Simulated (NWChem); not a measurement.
The numbers come from NWChem runs, not from measurements. System: disiloxane (H6OSi2), charge 0, spin multiplicity 1, at a geometry optimised with PBE0/def2-SVP. Level: G0W0@CAM-B3LYP/def2-TZVP, RI basis def2-tzvp-rifit.

The NWChem input:

```
start mol
memory heap 200 mb stack 700 mb global 1700 mb
geometry units angstroms nocenter noautoz noautosym
  Si     0.383541    -1.552620     0.004797
  O     -0.358298    -0.073520    -0.018333
  Si    -0.258710     1.578236     0.002063
  H      0.617256    -1.989644     1.413747
  H     -0.498166    -2.541474    -0.677835
  H      1.697868    -1.485144    -0.705343
  H      0.998274     2.030977    -0.669830
  H     -0.260796     2.075941     1.410180
  H     -1.435700     2.138871    -0.720300
end
basis spherical
  * library def2-tzvp
end
basis "ri basis" bse spherical
  * library def2-tzvp-rifit
end
dft
  xc xcamb88 1.00 lyp 0.81 vwn_5 0.19 hfexch 1.00
  cam 0.33 cam_alpha 0.19 cam_beta 0.46
  direct
  iterations 100
  tolerances tight
end
task dft energy
gw
  states alpha occ 4 vir 2
end
task dft gw
```

Output (cleaned and shortened):

```
             Northwest Computational Chemistry Package (NWChem) 7.3.0
             --------------------------------------------------------

                                NWChem Input Module
                                -------------------

 Scaling coordinates for geometry "geometry" by  1.889725989
 (inverse scale =  0.529177249)

                             Geometry "geometry" -> ""
                             -------------------------

 Output coordinates in angstroms (scale by  1.889725989 to convert to a.u.)

  No.       Tag          Charge          X              Y              Z
 ---- ---------------- ---------- -------------- -------------- --------------
    1 Si                  14.0000     0.38354100    -1.55262000     0.00479700
    2 O                    8.0000    -0.35829800    -0.07352000    -0.01833300
    3 Si                  14.0000    -0.25871000     1.57823600     0.00206300
    4 H                    1.0000     0.61725600    -1.98964400     1.41374700
    5 H                    1.0000    -0.49816600    -2.54147400    -0.67783500
    6 H                    1.0000     1.69786800    -1.48514400    -0.70534300
    7 H                    1.0000     0.99827400     2.03097700    -0.66983000
    8 H                    1.0000    -0.26079600     2.07594100     1.41018000
    9 H                    1.0000    -1.43570000     2.13887100    -0.72030000

 Effective nuclear repulsion energy (a.u.)     157.3701112518

            Nuclear Dipole moment (a.u.)
            ----------------------------
        X                 Y               Z
 ---------------- ---------------- ----------------
    -0.0000264562    -0.0000170075    -0.0000094486


 Summary of "ao basis" -> "" (spherical)
 ------------------------------------------------------------------------------
       Tag                 Description            Shells   Functions and Types
 ---------------- ------------------------------  ------  ---------------------
 *                         def2-tzvp                  on all atoms

 new library libraries.bse/

 Summary of "ri basis" -> "" (spherical)
 ------------------------------------------------------------------------------
       Tag                 Description            Shells   Functions and Types
 ---------------- ------------------------------  ------  ---------------------
 *                      def2-tzvp-rifit               on all atoms

                                 NWChem DFT Module
                                 -----------------

 Summary of "ao basis" -> "ao basis" (spherical)
 ------------------------------------------------------------------------------
       Tag                 Description            Shells   Functions and Types
 ---------------- ------------------------------  ------  ---------------------
 Si                        def2-tzvp                13       37   5s5p2d1f
 O                         def2-tzvp                11       31   5s3p2d1f
 H                         def2-tzvp                 4        6   3s1p

 Summary of "ao basis" -> "ao basis" (spherical)
 ------------------------------------------------------------------------------
       Tag                 Description            Shells   Functions and Types
 ---------------- ------------------------------  ------  ---------------------
 Si                        def2-tzvp                13       37   5s5p2d1f
 O                         def2-tzvp                11       31   5s3p2d1f
 H                         def2-tzvp                 4        6   3s1p
[...]
    45      0.298353  2 O  pz                48      0.252059  2 O  pz
    51      0.181346  2 O  pz               107     -0.154303  4 H  s
   131     -0.153687  8 H  s                108     -0.144001  4 H  s
   132     -0.143226  8 H  s                 17     -0.135141  1 Si pz
    85     -0.135000  3 Si pz               106     -0.102982  4 H  s

 Vector   22  Occ=0.000000D+00  E= 2.731195D-02
              MO Center=  8.7D-02,  1.8D-02,  2.0D-02, r^2= 7.1D+00
   Bfn.  Coefficient  Atom+Function         Bfn.  Coefficient  Atom+Function
  ----- ------------  ---------------      ----- ------------  ---------------
    87      0.705658  3 Si py                42      0.692970  2 O  s
    19     -0.639407  1 Si py                18      0.299591  1 Si px
     5      0.231321  1 Si s                 73      0.231816  3 Si s
   114     -0.224288  5 H  s                138     -0.223623  9 H  s
   108     -0.194174  4 H  s                132     -0.195119  8 H  s

 Vector   23  Occ=0.000000D+00  E= 7.894748D-02
              MO Center=  2.3D-01,  4.9D-02,  3.4D-03, r^2= 1.1D+01
   Bfn.  Coefficient  Atom+Function         Bfn.  Coefficient  Atom+Function
  ----- ------------  ---------------      ----- ------------  ---------------
    87      1.450213  3 Si py                19      1.396187  1 Si py
     5      0.781373  1 Si s                 73     -0.783292  3 Si s
    50      0.778627  2 O  py                18     -0.423154  1 Si px
    84      0.285927  3 Si py               114      0.276922  5 H  s
   138     -0.266792  9 H  s                 16      0.253883  1 Si py

 Vector   24  Occ=0.000000D+00  E= 8.386184D-02
              MO Center=  5.3D-01,  1.1D-01,  1.9D-01, r^2= 6.8D+00
   Bfn.  Coefficient  Atom+Function         Bfn.  Coefficient  Atom+Function
  ----- ------------  ---------------      ----- ------------  ---------------
   114      1.114961  5 H  s                138      1.112503  9 H  s
    86      0.754584  3 Si px                18      0.739798  1 Si px
    88      0.624770  3 Si pz                73     -0.619261  3 Si s
     5     -0.576589  1 Si s                 20      0.536805  1 Si pz
    19      0.404782  1 Si py                49     -0.263690  2 O  px

 center of mass
 --------------
 x =  -0.02691956 y =  -0.00552329 z =  -0.00121865

 moments of inertia (a.u.)
 ------------------
         603.548527114025         113.435852294976          -0.540667510033
         113.435852294976          73.847418044387           0.400672995467
          -0.540667510033           0.400672995467         634.799380225920

     Multipole analysis of the density
     ---------------------------------

     L   x y z        total         alpha         beta         nuclear
     -   - - -        -----         -----         ----         -------
     0   0 0 0     -0.000000    -21.000000    -21.000000     42.000000

     1   1 0 0      0.119603      0.059815      0.059815     -0.000026
     1   0 1 0      0.024627      0.012322      0.012322     -0.000017
     1   0 0 1      0.005098      0.002554      0.002554     -0.000009

     2   2 0 0    -27.171022    -32.621486    -32.621486     38.071951
     2   1 1 0     -0.294788     31.832866     31.832866    -63.960520
     2   1 0 1      0.027007     -0.131599     -0.131599      0.290205
     2   0 2 0    -25.787092   -181.262521   -181.262521    336.737950
     2   0 1 1      0.004779      0.116861      0.116861     -0.228942
     2   0 0 2    -27.019712    -24.070979    -24.070979     21.122246

 Task  times  cpu:      121.9s     wall:      121.9s

                                NWChem Input Module
                                -------------------

                                 NWChem GW Module
                                 ----------------

                             ***********************
                             ***        GW       ***
                             ***********************

 Summary of "ri basis" -> "ri basis" (spherical)
 ------------------------------------------------------------------------------
       Tag                 Description            Shells   Functions and Types
 ---------------- ------------------------------  ------  ---------------------
 Si                     def2-tzvp-rifit             29      113   9s7p6d5f2g
 O                      def2-tzvp-rifit             22       76   8s6p4d3f1g
 H                      def2-tzvp-rifit              7       15   4s2p1d

  int_init: cando_txs set to always be  F
  int_init: cando_txs set to always be  F

                 Memory Information
                 ------------------
          Available GA per process is          1699.8 MBs
          Available stack per process is        700.0 MBs
          Available heap per process is           0.0 MBs

          Peak memory in Initialization
              Peak GA per process is                 11.0 MBs
              Peak stack per process is               0.2 MBs
              Peak heap per process is               11.5 MBs
              Memory not in MA per process            0.0 MBs

          Peak memory in AFF Calculation
              Peak GA per process is                 65.6 MBs
              Peak stack per process is              48.4 MBs
              Peak heap per process is                0.0 MBs
              Memory not in MA per process           48.4 MBs

          Computing 2-center integrals
          Computing Inverse Cholesky factor
          Computing 3-center integrals
          Computing V_xc ...

          Computing Sigma_x
          Computing RPA polarizability
          Solving quasiparticle equations

                  Alpha Orbitals
          State     Energy (eV)     Error (eV)
          -----------------------------------
@GW        18        -12.670           0.003
@GW        19        -12.587           0.003
@GW        20        -11.439           0.003
@GW        21        -11.290           0.003
@GW        22          1.796           0.002
@GW        23          3.205           0.002

   Applying  -1.1927 eV scissor-shift to rest of particle states

   Applying   1.0527 eV scissor-shift to rest of hole states

     GW Timing Statistics
   ------------------------
   Init.   :          0.1s
     ERIs  :          1.5s
     Distr.:          0.0s
     Vxc   :         10.3s
   Sigma_x :          0.0s
   RPA     :          3.6s
   Wmn     :          0.1s
   Sigma_c :          0.0s
   GW total:         15.7s

 Task  times  cpu:       15.7s     wall:       15.7s

 Total times  cpu:      137.6s     wall:      137.6s
```
